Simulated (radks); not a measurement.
The numbers below are computed, except where a source is named.
All-electron atom: Cs VI in [Kr] 4d10 5s2 5p2.

Code: a radial shooting solver on a logarithmic mesh with Libxc functionals. Model: Dirac Kohn-Sham, PBE, spin-unpolarised, spherical densities, finite nucleus; open shells fill j = l - 1/2 first; Fermi nuclear charge, rms radius 4.8041 fm.

Energy parts (hartree):
| part | energy |
|---|---|
| total | -7784.0759 |
| kinetic | 8289.4478 |
| electron-nucleus | -18822.6416 |
| Hartree | 2939.9691 |
| exchange-correlation | -190.8512 |

Orbitals (lengths in bohr, moments of r in powers of bohr; r(max) is where P^2 peaks):
orbital,occ.,eigenvalue (hartree),<r>,r(max),small-component weight
1s1/2,2,-1316.645,0.02611,0.01678,4.12e-02
2s1/2,2,-208.2696,0.1117,0.09503,8.86e-03
2p1/2,2,-196.0696,0.09403,0.07270,8.90e-03
2p3/2,4,-183.1230,0.09992,0.07767,8.41e-03
3s1/2,2,-44.99131,0.2987,0.2727,2.66e-03
3p1/2,2,-39.89355,0.2886,0.2592,2.60e-03
3p3/2,4,-37.41181,0.3004,0.2702,2.47e-03
3d3/2,4,-28.45344,0.2713,0.2186,2.35e-03
3d5/2,6,-27.92650,0.2750,0.2217,2.31e-03
4s1/2,2,-10.19517,0.6938,0.6426,7.91e-04
4p1/2,2,-8.36320,0.7191,0.6563,7.28e-04
4p3/2,4,-7.85489,0.7462,0.6803,6.86e-04
4d3/2,4,-4.86991,0.8235,0.7148,5.48e-04
4d5/2,6,-4.78473,0.8334,0.7228,5.37e-04
5s1/2,2,-2.87185,1.609,1.487,1.87e-04
5p1/2,2,-2.35563,1.764,1.616,1.58e-04
5p3/2,0,-2.26950,1.821,1.672,1.50e-04

The highest occupied level is 5p1/2 at -64.100 eV. The electron density at the nucleus is 2.963e+05 e/bohr^3. For comparison, the ionisation energy in NIST's Atomic Spectra Database is 69 eV (theoretical). In exact Kohn-Sham theory the highest level is minus the ionisation energy, but local and semilocal functionals leave it too shallow, through self-interaction and a potential that decays too fast; potentials with the right tail come closer.

Beside tabulated values, note that spin-unpolarised runs miss the spin-polarisation part of the exchange energy of open shells.
